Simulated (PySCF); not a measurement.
**TPSS on Sc (scandium, neutral)**

Configuration: [Ar] 3d1 4s2, 2D determinant. All numbers are calculated (PySCF 2.14, the non-relativistic Hamiltonian (point nucleus), in def2-SVP (5s3p2d1f, 31 functions)).

```
Total energy                                                  : -760.530 hartree
One-electron energy                                           : -1040.648 hartree
Hartree (Coulomb) energy                                      : 319.092 hartree
Exchange-correlation energy                                   : -38.974 hartree
Kinetic energy                                                : 759.50100 hartree
⟨S²⟩                                                          : 1.0292
⟨L²⟩                                                          : 6.924
Sum of ⟨r⟩                                                    : 21.03 bohr
Sum of ⟨r²⟩                                                   : 49.13 bohr²
Traceless quadrupole moment −½Σ⟨3z² − r²⟩ along its main axis : 0.311 e·bohr²
Density at the nucleus (Gaussians lack the cusp)              : 5810 bohr⁻³
Spin density at the nucleus                                   : 0.105 bohr⁻³
Langevin diamagnetic susceptibility                           : -38.9 ×10⁻⁶ cm³/mol
Time after the integrals                                      : 1.1 s of wall time on 1 thread of Intel(R) Xeon(R) 6975P-C (shared host)
```

```tsv
shell	electrons	mean orbital energy (hartree)	spread (hartree)	rms radius, mean of both spins (bohr)
1s α	1	-161.00960	0	0.0852
1s β	1	-161.00952	0	0.0852
2s α	1	-17.31750	0	0.375
2s β	1	-17.31056	0	0.375
2p α	3	-14.26059	0.00878	0.342
2p β	3	-14.25494	0.01568	0.342
3s α	1	-2.01238	0	1.16
3s β	1	-1.98678	0	1.16
3p α	3	-1.23249	0.00857	1.28
3p β	3	-1.20575	0.03981	1.28
4s α	1	-0.14847	0	3.98
4s β	1	-0.14096	0	3.98
3d α	1	-0.13150	0	1.98
```

⟨S²⟩ = 1.03 against 0.75 shows spin contamination.
